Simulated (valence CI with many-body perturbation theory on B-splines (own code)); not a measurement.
## Level structure of Ir⁴⁶⁺

Computed by relativistic CI+MBPT: three valence electrons over a frozen Dirac-Fock core [Ar] 3d10, a basis of 11 s, 11 p, 10 d, 8 f, 5 g, 2 h functions for each j, with the one-electron correlation potential Σ1 (screened to all orders), the two-electron term Σ2, the three-electron term Σ3, Breit, model QED; selected single and double excitations, second order for the rest, scaled by the run's own slope (own B-spline code, finite nucleus).

No measured spectrum was set against this ion. As an estimate, large intervals hold to a few tenths of a per cent, small ones and those within an open d or f shell to about a per cent.

Levels 1 to 45 of 181, with energies above the lowest level, (4s^2 4p1/2) J=1/2. "Leading %" is the weight of the configuration and term that name the level; weights of strongly mixed levels are sums over their largest components and can fall short. In the jj column 3d3/2^4 stands for four electrons in 3d with j = 3/2. Lifetimes count E1, E2, E3, M1 and M2 decay at the calculated energies, and are blank where another channel may lead or the interval is too uncertain; long ones can be off by a factor of two.

| No. | Configuration | Term | J | E (Ry) | Leading % | Lifetime | Leading jj |
| --- | --- | --- | --- | --- | --- | --- | --- |
| 1 | 4s2.4p | 2P° | 1/2 | 0.000 | 100 |  | 4s^2 4p1/2 (100 %) |
| 2 | 4s.4p2 | 4P | 1/2 | 7.686 | 56 | 28.4 ps | 4s 4p1/2^2 (98 %) |
| 3 | 4s2.4p | 2P° | 3/2 | 8.925 | 99 | 105 ns | 4s^2 4p3/2 (99 %) |
| 4 | 4s.4p2 | 4P | 3/2 | 15.567 | 90 | 143 ps | 4s 4p1/2 4p3/2 (99 %) |
| 5 | 4s.4p2 | 2D | 5/2 | 16.226 | 59 | 62.7 ps | 4s 4p1/2 4p3/2 (98 %) |
| 6 | 4s.4p2 | 2D | 3/2 | 17.151 | 62 | 1.94 ps | 4s 4p1/2 4p3/2 (95 %) |
| 7 | 4s.4p2 | 2P | 1/2 | 17.331 | 70 | 1.04 ps | 4s 4p1/2 4p3/2 (98 %) |
| 8 | 4s2.4d | 2D | 3/2 | 21.546 | 94 | 636 fs | 4s^2 4d3/2 (94 %) |
| 9 | 4s2.4d | 2D | 5/2 | 23.171 | 86 | 4.05 ps | 4s^2 4d5/2 (86 %) |
| 10 | 4p3 | 2P° | 3/2 | 24.839 | 46 | 2.24 ps | 4p1/2^2 4p3/2 (94 %) |
| 11 | 4s.4p2 | 4P | 5/2 | 25.120 | 49 | 2.12 ps | 4s 4p3/2^2 (87 %) |
| 12 | 4s.4p2 | 2S | 1/2 | 26.249 | 69 | 1.50 ps | 4s 4p3/2^2 (99 %) |
| 13 | 4s.4p2 | 2P | 3/2 | 26.521 | 62 | 717 fs | 4s 4p3/2^2 (97 %) |
| 14 | 4s.4p.4d | 4F° | 3/2 | 27.596 | 79 | 14.8 ps | 4s 4p1/2 4d3/2 (98 %) |
| 15 | 4s.4p.4d | 4F° | 5/2 | 28.164 | 48 | 24.1 ps | 4s 4p1/2 4d3/2 (96 %) |
| 16 | 4s.4p.4d | 4D° | 1/2 | 29.180 | 60 | 613 fs | 4s 4p1/2 4d3/2 (98 %) |
| 17 | 4s.4p.4d | 4D° | 3/2 | 29.283 | 37 | 594 fs | 4s 4p1/2 4d3/2 (91 %) |
| 18 | 4s.4p.4d | 4P° | 5/2 | 30.110 | 39 | 2.57 ps | 4s 4p1/2 4d5/2 (98 %) |
| 19 | 4s.4p.4d | 4F° | 7/2 | 30.533 | 46 | 3.44 ps | 4s 4p1/2 4d5/2 (96 %) |
| 20 | 4s.4p.4d | 2F° | 5/2 | 30.971 | 46 | 3.11 ps | 4s 4p1/2 4d5/2 (92 %) |
| 21 | 4s.4p.4d | 2D° | 3/2 | 31.050 | 41 | 1.96 ps | 4s 4p1/2 4d5/2 (82 %) |
| 22 | 4p3 | 2D° | 3/2 | 33.689 | 45 | 710 fs | 4p1/2 4p3/2^2 (88 %) |
| 23 | 4p3 | 2D° | 5/2 | 33.707 | 86 | 1.12 ps | 4p1/2 4p3/2^2 (86 %) |
| 24 | 4p3 | 2P° | 1/2 | 34.201 | 94 | 1.06 ps | 4p1/2 4p3/2^2 (94 %) |
| 25 | 4s2.4f | 2F° | 5/2 | 36.222 | 86 | 3.77 ps | 4s^2 4f5/2 (86 %) |
| 26 | 4p2.4d | 2D | 3/2 | 36.596 | 39 | 6.28 ps | 4p1/2^2 4d3/2 (98 %) |
| 27 | 4s2.4f | 2F° | 7/2 | 36.752 | 75 | 2.96 ps | 4s^2 4f7/2 (75 %) |
| 28 | 4s.4p.4d | 4D° | 3/2 | 37.178 | 43 | 794 fs | 4s 4p3/2 4d3/2 (99 %) |
| 29 | 4s.4p.4d | 4P° | 1/2 | 37.183 | 86 | 871 fs | 4s 4p3/2 4d3/2 (99 %) |
| 30 | 4s.4p.4d | 4D° | 5/2 | 37.194 | 51 | 715 fs | 4s 4p3/2 4d3/2 (92 %) |
| 31 | 4s.4p.4d | 4D° | 7/2 | 37.595 | 36 | 1.01 ps | 4s 4p3/2 4d3/2 (65 %) |
| 32 | 4s.4p.4d | 4F° | 9/2 | 38.233 | 100 | 128 ns | 4s 4p3/2 4d5/2 (100 %) |
| 33 | 4s.4p.4d | 2D° | 3/2 | 38.288 | 64 | 567 fs | 4s 4p3/2 4d3/2 (79 %) |
| 34 | 4s.4p.4d | 2P° | 1/2 | 38.936 | 73 | 444 fs | 4s 4p3/2 4d3/2 (93 %) |
| 35 | 4p2.4d | 2D | 5/2 | 38.937 | 31 | 2.71 ps | 4p1/2^2 4d5/2 (96 %) |
| 36 | 4s.4p.4d | 2D° | 5/2 | 39.132 | 46 | 1.95 ps | 4s 4p3/2 4d5/2 (98 %) |
| 37 | 4s.4p.4d | 2F° | 5/2 | 39.180 | 57 | 397 fs | 4s 4p3/2 4d3/2 (85 %) |
| 38 | 4s.4p.4d | 2P° | 3/2 | 39.504 | 42 | 1.63 ps | 4s 4p3/2 4d5/2 (73 %) |
| 39 | 4s.4p.4d | 2F° | 7/2 | 39.651 | 77 | 1.67 ps | 4s 4p3/2 4d5/2 (88 %) |
| 40 | 4s.4p.4d | 2F° | 7/2 | 40.396 | 64 | 754 fs | 4s 4p3/2 4d5/2 (90 %) |
| 41 | 4s.4p.4d | 2P° | 1/2 | 40.570 | 87 | 1.46 ps | 4s 4p3/2 4d5/2 (93 %) |
| 42 | 4s.4p.4d | 2P° | 3/2 | 40.863 | 77 | 789 fs | 4s 4p3/2 4d5/2 (98 %) |
| 43 | 4s.4p.4d | 2D° | 5/2 | 41.151 | 59 | 631 fs | 4s 4p3/2 4d5/2 (93 %) |
| 44 | 4s.4p.4f | 4G | 5/2 | 43.148 | 56 | 3.49 ps | 4s 4p1/2 4f5/2 (94 %) |
| 45 | 4s.4p.4f | 4G | 7/2 | 43.460 | 28 | 7.76 ps | 4s 4p1/2 4f5/2 (84 %) |

Where two levels of one J and parity lie close, their mixing, g and order are uncertain.

The ionisation energy to 4s2 1S_0 of the next ion comes out as 2501.5 eV (NIST: 2500 ± 4 eV (theoretical)). All 181 levels together are meant to be complete up to 67.712 Ry.
